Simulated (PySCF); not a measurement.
Bond stretch in Au2, singlet.

Computed with CCSD(T) on UHF/def2-TZVP, def2 effective core potentials past Kr (PySCF).

Relative to R = 2.52 Å, what are the energies at R = 2.25, 2.43, 5.07, 5.60 Å?

22.9 mEh at 2.25 Å, 1.4 mEh at 2.43 Å, 72.1 mEh at 5.07 Å, 72.6 mEh at 5.60 Å.

The unrestricted determinant behind UCCSD(T) is spin-contaminated at 2.77 to 7.62 Å (<S²> up to 1.0, against 0.00 for a pure singlet).
